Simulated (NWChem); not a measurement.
Molecule: C₂H₈BN; SMILES CBNC

```xyz
12

B     -0.7053    -0.6860     0.1351
H     -1.8177    -1.1188     0.2871
C      0.5127    -1.6892     0.0481
H      1.5027    -1.2398    -0.0906
H      0.3519    -2.3979    -0.7768
H      0.5526    -2.3048     0.9580
N     -0.6130     0.7084     0.0496
C      0.5579     1.5530    -0.1311
H     -1.4742     1.2369     0.1209
H      0.6893     2.2451     0.7116
H      0.4855     2.1506    -1.0499
H      1.4530     0.9328    -0.2015
```
Atoms are numbered in this order, from 1.

Computed with NWChem. Structure relaxed at the B3LYP/6-31G* (spherical d) level. Isolated, static molecule.

GIAO at PBE0/pcSseg-1: principal shieldings of N7 are 34.6, 174.9, 211.1 ppm; an isolated ammonia molecule has σ = 265.6 ppm at the same levels.

Q: Find the isotropic 15N shift, its principal values, the span and the skew.

A: 
1. σ(iso) = one third of the sum = 140.2 ppm.
2. δ = σ(reference) − σ = 125.4 ppm against ammonia.
3. δ11, δ22, δ33 = 231.0, 90.7, 54.5 ppm.
4. Span Ω = δ11 − δ33 = 176.5 ppm; skew κ = 3(δ22 − δ(iso))/Ω = -0.59.
